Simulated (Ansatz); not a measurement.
`O[SiH2][O][ZnH]` + HBr → `[ZnH][O][SiH2]Br` + H₂O at 500 K and 1 bar (ligand exchange at the Si–O bond).

Isolated molecules relaxed with PBE0-D4/def2-TZVP in Ansatz; ΔE leaves out vibrations. CCSD(T)/CBS is the MP2 limit (def2-TZVPP, def2-QZVPP) plus CCSD(T) − MP2 in def2-TZVPP, frozen cores. This one scheme is used for every species. For Br, Zn outer-core shells are correlated without core-valence functions, which leaves a few kJ/mol of doubt a bond. Scalar relativity is left out up to krypton. Each species was taken in one conformer, which may not be the lowest.

```csv
species,CCSD(T)/CBS energy (Eh),H − E (kJ/mol),S (J/(mol·K))
`O[SiH2][O][ZnH]`,-2220.32487,153.1,409.8
HBr,-2573.91920,30.5,213.7
`[ZnH][O][SiH2]Br`,-4717.86743,117.7,415.2
H₂O,-76.37941,73.2,206.3
```

H − E and S are ideal-gas, rigid-rotor, harmonic terms from PBE0-D4/def2-TZVP, for one conformer and one mirror image of each species. 1 Eh = 2625.50 kJ/mol, R = 8.31446 J/(mol·K).

Task: By hand: ΔE, ΔH, ΔS and ΔG.

Result: ΔE = (-4717.86743) + (-76.37941) − (-2220.32487) − (-2573.91920) = -0.00277 Eh = -7.3 kJ/mol. Δ(H − E) = 117.7 + 73.2 − 153.1 − 30.5 = 7.3, so ΔH = 0.0 kJ/mol. ΔS = 415.2 + 206.3 − 409.8 − 213.7 = -2.0 J/(mol·K). ΔG = 0.0 − 500 × (-2.0)/1000 = 1.0 kJ/mol.

Task: By hand: the equilibrium constant, and the temperature at which ΔG would vanish if ΔH and ΔS stayed fixed.

Result: log₁₀ K = −ΔG/(RT ln 10) = -0.1. With ΔH or ΔS at zero there is no such temperature.

TΔS isn't small against ΔH here. The sign of ΔG lies within the doubt. A doubt of 5 kJ/mol in ΔE shifts log₁₀ K by 0.5 here. Other conformers and mirror images would add mixing entropy, several J/(mol·K) or more a flexible species. Modes under 60 cm⁻¹, often nearly free rotors, make the harmonic entropy too high. These are equilibria of isolated gas molecules and say nothing of rates. Largest T1 diagnostic: 0.015 (customary marks: 0.02 for closed shells, 0.045 for open ones).

ΔS is within the doubt of such terms, so its sign, and with it that verdict, could turn.
